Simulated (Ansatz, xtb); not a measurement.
# Two isomers of C4H4N2OS2

Structure X is `OCC(=S)c1ncns1`, a singlet and structure Y is `OCC(=S)c1cnsn1`, a singlet. Both are isolated molecules in the gas phase, relaxed with r2SCAN-D4/def2-SVP; each stands in its lowest conformer found.

X (Å):

```xyz
13

C    -0.7294   -0.6181   -2.9081
C    -1.1078   -0.2477   -1.5030
C    -1.4677   -1.3483   -0.6201
C    -1.8651   -3.3652    0.0943
N    -1.4851   -2.6195   -0.9712
N    -2.1435   -2.7726    1.2437
O    -0.3970    0.4413   -3.7287
S    -1.1126    1.3157   -0.9947
S    -1.9330   -1.1390    1.0482
H    -0.4781    1.2515   -3.1852
H     0.0995   -1.3557   -2.8283
H    -1.5761   -1.2099   -3.3199
H    -1.9441   -4.4537    0.0132
```

Y (Å):

```yaml
atoms:
  - { symbol: C, position_ang: [-1.4617, -0.9466, 0.3262] }
  - { symbol: C, position_ang: [-0.8037, -0.2522, 1.4859] }
  - { symbol: C, position_ang: [0.5951, 0.1438, 1.3094] }
  - { symbol: C, position_ang: [1.4236, 0.8185, 2.2749] }
  - { symbol: N, position_ang: [2.6486, 1.0584, 1.8601] }
  - { symbol: N, position_ang: [1.2322, -0.1131, 0.1656] }
  - { symbol: O, position_ang: [-2.7804, -1.3075, 0.5229] }
  - { symbol: S, position_ang: [-1.6336, 0.0386, 2.8756] }
  - { symbol: S, position_ang: [2.7607, 0.4606, 0.3156] }
  - { symbol: H, position_ang: [-3.0123, -1.0144, 1.4286] }
  - { symbol: H, position_ang: [-0.8265, -1.8258, 0.0803] }
  - { symbol: H, position_ang: [-1.3452, -0.2759, -0.5533] }
  - { symbol: H, position_ang: [1.0995, 1.1209, 3.2737] }
```

Question: Which of the two would you expect CCSD(T)/def2-SVP + ΔMP2/def2-TZVPP electronic energies to favour?

Answer: Structure X; the calculation gives E(Y) − E(X) = +2.7 kcal/mol.

Level by level:

```tsv
level	geometry	E(Y) − E(X) (kcal/mol)	departure from the last row (kcal/mol)	job, with rough time for the two
GFN2-xTB	GFN2-xTB	+3.4	+0.7	optimisation, 0.35 s
HF/STO-3G	GFN2-xTB	+4.7	+2.0	single point, 0.6 s
r2SCAN-D4/def2-SVP//GFN2-xTB	GFN2-xTB	+6.7	+4.0	single point, 4.9 s
r2SCAN-D4/def2-SVP	r2SCAN-D4/def2-SVP	+6.5	+3.8	optimisation, 46 s
HF/def2-SVP	r2SCAN-D4/def2-SVP	+7.3	+4.6	part of the CCSD(T) run
MP2/def2-SVP	r2SCAN-D4/def2-SVP	+6.0	+3.2	part of the CCSD(T) run
CCSD(T)/def2-SVP	r2SCAN-D4/def2-SVP	+6.1	+3.3	single point
CCSD(T)/def2-SVP + ΔMP2/def2-TZVPP	r2SCAN-D4/def2-SVP	+2.7		single point, 2.2 min
```

As drawn, Y has 1 C∷C, 1 N∷S in place of 1 C∷N, 1 C∷S (∷ is an aromatic bond).

None of the levels shown reverses the order. The largest departure from CCSD(T)/def2-SVP + ΔMP2/def2-TZVPP is that of HF/def2-SVP, 4.6 kcal/mol. The last row adds to CCSD(T) the change of the MP2 difference between the two basis sets, here −3.3 kcal/mol, a large step that makes the value less sure.

With thermal terms from frequencies at re-optimised GFN2-xTB minima (ideal gas, soft modes damped towards free rotors, one conformer each, 298.15 K, 1 atm): on the last row, ΔE + ΔZPE = +2.7, ΔH = +2.6, ΔG = +2.8 kcal/mol.

The correlated steps freeze 17 core orbitals. Codes used: Ansatz 0.2.0, xtb 6.7.1; the last row on 4 threads of Arm Neoverse V1 on a shared host.
